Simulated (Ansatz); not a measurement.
`N[SiH]S[SiH2]N`, charge 0, multiplicity 2.

(1) Give a relaxed structure at PBE0-D4/def2-TZVP (Ansatz 0.2.0). (Best estimate.)

## Answers

(1) The calculation gave: 
Cartesian coordinates in Å:
```
N -1.6826 0.2267 1.1029
Si -1.4186 -1.2733 0.3073
S -0.5269 -0.9524 -1.6246
Si 1.3721 -0.2947 -0.9319
N 1.1907 1.1460 0.0086
H -0.8751 0.8288 1.2016
H -2.2961 0.2669 1.9025
H -2.7540 -1.8973 0.0648
H 2.0270 -1.2729 -0.0287
H 2.1746 -0.1393 -2.1751
H 0.8392 1.9711 -0.4557
H 1.9497 1.3905 0.6283
```
This is one stationary point; other conformers may exist.
